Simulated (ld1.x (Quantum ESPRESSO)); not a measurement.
u(r) = r·R(r): atom against pseudo-atom (Ce)

Columns: radius, all-electron u(r) and pseudo u(r) of the 5s shell (level -40.59 eV) of cerium in the configuration [Kr] 4d10 4f1 5s2 5p6 5d1 6s2 6p0; PBE, scalar-relativistic, RRKJ scheme, ld1.x (Quantum ESPRESSO) 7.5.

```json
{"r (bohr)": "0.175", "all-electron": "0.3040", "pseudo": "0.0668"}
{"r (bohr)": "0.350", "all-electron": "-0.1606", "pseudo": "0.1593"}
{"r (bohr)": "0.525", "all-electron": "-0.5182", "pseudo": "0.2908"}
{"r (bohr)": "0.700", "all-electron": "-0.1601", "pseudo": "0.4554"}
{"r (bohr)": "0.875", "all-electron": "0.3581", "pseudo": "0.6296"}
{"r (bohr)": "1.050", "all-electron": "0.7364", "pseudo": "0.7813"}
{"r (bohr)": "1.225", "all-electron": "0.9252", "pseudo": "0.8818"}
{"r (bohr)": "1.400", "all-electron": "0.9652", "pseudo": "0.9154"}
{"r (bohr)": "1.575", "all-electron": "0.9113", "pseudo": "0.8831"}
{"r (bohr)": "1.750", "all-electron": "0.8085", "pseudo": "0.7998"}
{"r (bohr)": "1.925", "all-electron": "0.6880", "pseudo": "0.6880"}
{"r (bohr)": "2.100", "all-electron": "0.5686", "pseudo": "0.5695"}
{"r (bohr)": "2.275", "all-electron": "0.4600", "pseudo": "0.4601"}
{"r (bohr)": "2.450", "all-electron": "0.3663", "pseudo": "0.3663"}
{"r (bohr)": "2.625", "all-electron": "0.2882", "pseudo": "0.2882"}
{"r (bohr)": "2.800", "all-electron": "0.2247", "pseudo": "0.2247"}
{"r (bohr)": "2.975", "all-electron": "0.1740", "pseudo": "0.1740"}
{"r (bohr)": "3.150", "all-electron": "0.1340", "pseudo": "0.1340"}
{"r (bohr)": "3.325", "all-electron": "0.1027", "pseudo": "0.1027"}
{"r (bohr)": "3.500", "all-electron": "0.0785", "pseudo": "0.0785"}
{"r (bohr)": "3.675", "all-electron": "0.0598", "pseudo": "0.0598"}
{"r (bohr)": "3.850", "all-electron": "0.0454", "pseudo": "0.0454"}
{"r (bohr)": "4.025", "all-electron": "0.0344", "pseudo": "0.0344"}
{"r (bohr)": "4.200", "all-electron": "0.0261", "pseudo": "0.0261"}
{"r (bohr)": "4.375", "all-electron": "0.0197", "pseudo": "0.0197"}
{"r (bohr)": "4.550", "all-electron": "0.0148", "pseudo": "0.0148"}
```

(1) How many radial nodes do the two functions have?

(2) At about which radius was the pseudo-wave matched?

(3) Is the pseudo-wave norm-conserving?

## Answers

(1) The all-electron 5s function has n − l − 1 = 4 (the table is too coarse to show those close to the nucleus); the pseudo-wave has 0, since the states of the same l below it are removed with the core.

(2) 2.35 bohr, where the columns begin to agree (steps of 0.17 bohr).

(3) Yes: the RRKJ scheme keeps the norm inside the radius equal to the all-electron one, which fixes the energy derivative of the logarithmic derivative at the level.
